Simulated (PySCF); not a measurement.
C₂H₉FOSi₂, SMILES C[SiH2]CO[SiH2]F.

The structure is a stationary point at r2SCAN-D4/def2-SVP. The structure was generated by enumeration, and PubChem lists no compound with its InChIKey, so it may never have been made. The values are those of a single conformer.

Level of theory: PBE/def2-TZVP (PySCF).

The molecule is in vacuum.

```yaml
total_energy: -835.30992 hartree
highest_occupied_level: -6.91 eV
lowest_empty_level: -0.41 eV
orbital_gap: 6.50 eV
dipole_moment: 0.71 D
quadrupole, principal values (traceless, Buckingham form, about the centre of nuclear charge): -7.65, 1.76, 5.88 D·Å
mean_static_polarisability: 82.0 bohr³ (12.15 Å³)
polarisability_principal_values: 71.2, 79.9, 95.0 bohr³
```
